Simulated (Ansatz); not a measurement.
**Cost against result**

Saddle point of BSiH₅OF₂, singlet (SiH₄O ([OH][SiH3]) + BHF₂ ([F][BH][F]) → BSiH₃OF₂ ([F][B]([F])[O][SiH3]) + H₂; bonds formed: H2–H5; dative contacts that become bonds: B1–O6; bonds broken: B1–H2, H5–O6), PBE0-D4/def2-TZVP structure:

B1  (0.099, -1.377, 0.136)
H2  (1.239, -1.570, -0.601)
F3  (-0.777, -2.349, -0.133)
F4  (0.432, -1.172, 1.426)
H5  (0.803, -0.647, -0.909)
O6  (-0.214, -0.064, -0.608)
Si7  (-0.362, 1.476, 0.050)
H8  (0.909, 1.862, 0.706)
H9  (-1.478, 1.462, 1.020)
H10  (-0.650, 2.379, -1.086)
(Å)

Barriers are electronic and count from the start structure reached by relaxing down the imaginary mode.

Ansatz 0.2.0; basis: as named in each row; cores frozen in the correlated methods. B3LYP uses VWN-RPA correlation. Extrapolation: Hartree–Fock as exp(−7.88 √X), correlation as X^−2.97.

Times are rough, for one single point on 4 threads of a shared host (Arm Neoverse V1).

The estimate by CCSD(T) at an estimated basis limit (MP2 extrapolated from triple and quadruple zeta, plus CCSD(T) − MP2 in triple zeta) is 28.52 kcal/mol.

```tsv
method	basis	time (s)	barrier (kcal/mol)	method less estimate
HF	STO-3G	under 1	68.03	39.50
PBE-D4	STO-3G	under 1	34.39	5.87
SPW92	def2-SVP	under 1	14.86	-13.66
B3LYP-D4	6-31G	under 1	36.80	8.27
PBE-D4	def2-SVP	under 1	18.89	-9.64
PBE0-D4	def2-SVP	under 1	22.88	-5.64
SPW92	def2-TZVPP	1	17.49	-11.03
PBE-D4	def2-TZVPP	2	21.15	-7.38
BLYP-D4	def2-TZVPP	2	24.44	-4.08
B3LYP-D4	def2-TZVPP	2	26.64	-1.88
BHLYP-D4	def2-TZVPP	2	30.61	2.09
PBE0-D4	def2-TZVPP	2	24.31	-4.22
CAM-B3LYP-D4	def2-TZVPP	3	27.41	-1.11
wB97M-V	def2-SVP	4	25.17	-3.36
r2SCAN-D4	def2-TZVPP	4	23.35	-5.18
r2SCAN0-D4	def2-TZVPP	4	25.68	-2.85
CCSD(T)	def2-SVP	4	28.23	-0.29
B2PLYP	def2-TZVPP	4	27.42	-1.11
RPA on PBE	def2-TZVPP	4	28.28	-0.25
PBE-QIDH	def2-TZVPP	5	26.73	-1.79
wB97X-V	def2-TZVPP	6	27.54	-0.98
wB97M-V	def2-TZVPP	8	27.36	-1.16
B97M-V	def2-TZVPP	8	25.19	-3.33
MP2	def2-QZVPP	18	27.20	-1.32
CCSD(T)	def2-TZVPP	140	28.36	-0.16
```

All methods are single points on the PBE0-D4 structures.

T1 diagnostic: at most 0.013.

The step is the kind of ligand exchange by which a precursor binds to a hydroxyl group, or is hydrolysed, in atomic layer deposition of oxides.

Labels in which every atom is bracketed show which atoms are joined, not bond orders.
